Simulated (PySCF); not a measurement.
Ligands exchanged one at a time, Ga H-F. Isolated molecules, 0 K electronic values unless said otherwise. Strings in code marks are SMILES.

The four lowest singlet excitations (Tamm–Dancoff). Method: PBE0-D3(BJ)/def2-TZVP (PySCF). Excitations are Tamm–Dancoff values on a coarser integration grid. The basis has no diffuse functions, so Rydberg states are missing or too high.

```
state  energy (eV)  wavelength (nm)  oscillator strength
-----  -----------  ---------------  -------------------
S1            5.78              214                0.000
S2            7.60              163                0.061
S3            7.75              160                0.000
S4            7.87              158                0.021
```

Problem. Name which member gives these states.
A) `[F][GaH2]`
B) `[F][GaH][F]`
C) `[F][Ga]([F])[F]`

Solution. A, `[F][GaH2]`
